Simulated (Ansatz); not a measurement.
```yaml
atoms:
  - { symbol: N, position_ang: [0.0000, 0.0000, -0.2896] }
  - { symbol: O, position_ang: [0.0000, 1.0055, 0.1267] }
  - { symbol: O, position_ang: [0.0000, -1.0055, 0.1267] }
```

Basis set: cc-pVDZ (spherical functions). Correlated methods keep 3 orbitals frozen. Charge 0, multiplicity 2.

Computed with Ansatz (development build ahead of 0.2.0); each method stands on the lowest determinant of its kind that the runs found.

The atomization energy at this shape (free ground-state atoms in the same class of orbitals less the molecule, no zero-point energy) of doublet NO₂:

```csv
method,atomization energy
UHF,32.34 kcal/mol
```

What does UHF-MP2 give?

175.36 kcal/mol. Caution: the shape is not the minimum.
